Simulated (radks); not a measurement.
Ionisation of the chromium ion Cr3+, [Ar] 3d3, to [Ar] 3d2 as the strength of local exchange is varied. Method: scalar-relativistic Kohn-Sham, Slater X-alpha exchange (alpha = 2/3 is LDA exchange), no correlation, spin-polarised, spherical densities, point nucleus; open shells are filled with parallel spins first; computed with a radial shooting solver on a logarithmic mesh with Libxc functionals.

| alpha | E(Cr3+) (hartree) | exchange (hartree) | IE (eV) | -e of the level emptied (eV) | <r> of it (bohr) |
|---|---|---|---|---|---|
| 0.56 | -1037.76019 | -36.44382 | 45.422 | 36.571 (3d) | 1.138 |
| 0.596 | -1040.10670 | -38.86544 | 46.370 | 37.447 (3d) | 1.126 |
| 0.635 | -1042.65412 | -41.49951 | 47.410 | 38.412 (3d) | 1.114 |
| 0.667 | -1044.74849 | -43.66905 | 48.274 | 39.215 (3d) | 1.105 |
| 0.701 | -1046.97786 | -45.98232 | 49.202 | 40.079 (3d) | 1.095 |
| 0.758 | -1050.72484 | -49.87926 | 50.781 | 41.555 (3d) | 1.079 |
| 0.975 | -1065.09824 | -64.92960 | 57.059 | 47.464 (3d) | 1.024 |
| 0.985 | -1065.76474 | -65.63133 | 57.358 | 47.747 (3d) | 1.021 |

NIST Atomic Spectra Database: 49.16 eV (semi-empirical). The Delta-SCF value meets it near alpha = 0.70. Open shells are spherical and high-spin; term and fine-structure splittings are not resolved.
